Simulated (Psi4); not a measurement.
Here is a job for Psi4.
```
memory 2 GB

molecule mol {
-1 1
F     0.000000    0.000000    0.000000
}

set {
  basis def2-svp
  reference rks
  scf_type pk
  puream true
  d_convergence 1e-8
  dft_radial_points 99
  dft_spherical_points 590
}

energy('b3lyp5')
print_variables()
```

Task: What does this run give for the total energy, number of basis functions?

Result: 
```yaml
total_energy: -99.6511 Eh
number_of_basis_functions: 14
```

A gas-phase anion may not be bound at this level; its values then depend on the basis.
